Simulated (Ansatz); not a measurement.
Stepwise reaction of `C[O][Ge]([OH])([Cl])[Cl]` with hydrogen, as a gas-phase model of exchange steps in deposition or etching. ΔE in kJ/mol.

Computed with Ansatz on PBE0-D4/def2-TZVP structures; ΔE is electronic, products minus reactants. CBS: MP2 limit from def2 TZ/QZ plus the TZ coupled-cluster correction, frozen cores. This one scheme is used for every species. DFT in def2-TZVPP. B3LYP here is the variant with VWN-RPA as its local correlation; programs differ in this. For Ge outer-core shells are correlated without core-valence functions, which leaves a few kJ/mol of doubt a bond. Scalar relativity is left out up to krypton. Each species was taken in one conformer, which may not be the lowest.

```csv
step,reaction,PBE-D4,B3LYP-D4,ωB97M-V,CCSD(T)/CBS
1,`C[O][Ge]([OH])([Cl])[Cl]` + H₂ → `C[O][GeH]([OH])[Cl]` + HCl,53.6,53.7,53.0,51.4
2,`C[O][GeH]([OH])[Cl]` + H₂ → `C[O][GeH2][OH]` + HCl,75.4,75.3,74.9,73.3
```

By hand: ΔE of the 2 steps together at CCSD(T)/CBS.

(51.4) + (73.3) = 124.7 kJ/mol, or 62.3 kJ/mol a step.

In ΔE each step is higher than the one before. All are uphill at CCSD(T)/CBS. PBE-D4 differs from CCSD(T)/CBS by 2.1 to 2.2 kJ/mol a step. Isolated molecules leave out the surface, adducts and barriers. Largest T1 diagnostic: 0.012.
